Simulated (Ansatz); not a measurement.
AgCl, singlet, geometry from GFN2-xTB (such geometries of metal compounds can be far from the true shape) (core potentials on Ag). Base run: B3LYP/def2-SVP (Ansatz, a quantum-chemistry and plane-wave program).

Input for Ansatz:
Ansatz 0.2 input:
```yaml
crystal:
  periodic: [false, false, false]
  atoms:
    - {symbol: Ag, position_ang: [-0.00000000, -0.00000000, -0.58724977]}
    - {symbol: Cl, position_ang: [0.00000000, 0.00000000, 1.62357288]}
basis:
  gaussian:
    orbitals: def2-SVP
hamiltonian:
  xc: b3lyp
```

Variants of this job, named by their change:

```json
[
 {"change": "base", "E (Eh)": "-607.10266"},
 {"change": "functional = SVWN5", "E (Eh)": "-605.29863"},
 {"change": "functional = revpbe", "E (Eh)": "-607.00804"},
 {"change": "functional = B97M-V", "E (Eh)": "-606.90801"},
 {"change": "functional = cam_b3lyp", "E (Eh)": "-607.01387"},
 {"change": "functional = b3lyp5", "E (Eh)": "-606.96599"},
 {"change": "functional = BHLYP", "E (Eh)": "-606.94156"},
 {"change": "functional = b3lyp; dispersion = d4", "E (Eh)": "-607.10491"},
 {"change": "functional = wB97X-V", "E (Eh)": "-606.93779"},
 {"change": "functional = pbe", "E (Eh)": "-606.85777"},
 {"change": "functional = wB97M-V", "E (Eh)": "-606.94929"},
 {"change": "functional = r2scan", "E (Eh)": "-607.05667"},
 {"change": "functional = blyp", "E (Eh)": "-606.99685"}
]
```

Total energies compare only within one method and basis.
